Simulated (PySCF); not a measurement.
**Two-dimensional NMR puzzle**

Compound of formula C5H6F3OPSi. Correlations simulated from computed shifts and the bond graph:

HSQC (one-bond C–H):
```
  δH     δC
7.07  131.0
6.60  144.9
6.46  144.9
```

COSY cross peaks (H two or three bonds apart, from the bond graph; peaks can be absent where the dihedral angle is near 90°):
```
  δH    δH
7.07  6.60
7.07  6.46
6.60  6.46
```

HMBC (two and three bonds, from the bond graph):
```
  δH                   δC
7.07  187.0, 166.7, 144.9
6.60         187.0, 131.0
6.46         187.0, 131.0
4.47         187.0, 166.7
```

Carbons without hydrogens: δ 187.0, 166.7, 131.6.

All values are calculated (PySCF 2.14): shielding tensors at PBE0/pcSseg-1 (GIAO), geometry from GFN2-xTB. No solvent, non-relativistic Hamiltonian, rapidly exchanging positions averaged, one conformer.

δ = σ(ref) − σ, references computed at the same level: TMS for ¹H (31.72 ppm) and ¹³C (186.93 ppm).

Exchangeable hydrogens are left out of these lists.

Question: Which molecule is this?

Answer: `[P@@]1(=O)(C(F)(F)F)C(C=C)=C1[SiH3]`.

Atom-mapped SMILES (the numbers label the heavy atoms): `[CH2:1]=[CH:2][C:3]1=[C:4]([SiH3:5])[P@@:6]1(=[O:7])[C:8]([F:9])([F:10])[F:11]`. Hydrogens are named by the atom that carries them. Ha(C1) is cis to C3; Hb(C1) is trans to C3.

δC 187.0 is C3, a fully substituted alkene carbon. δC 166.7 is C4, a fully substituted alkene carbon. δC 144.9 is C1, a terminal =CH2 carbon (δH 6.60, 6.46). δC 131.6 is C8, a CF3 carbon. δC 131.0 is C2, an alkene CH (δH 7.07). HMBC from δH 7.07 reaches the proton-free carbons C3, C4. HMBC from δH 6.60 reaches the proton-free carbon C3. HMBC from δH 6.46 reaches the proton-free carbon C3. HMBC from δH 4.47 reaches the proton-free carbons C3, C4. COSY links 7.07–6.60, 7.07–6.46, 6.60–6.46.

This is the structure that produced the data.

Shifts are as computed. Against solution values, carbons near 30 ppm lie about +3 ppm off and those near 130 ppm about +5 ppm. Of 1211 compounds with measured shifts, 218 miss one by over three times the rms of a fit or turn the order of signals round; such compounds aren't used in these exercises.
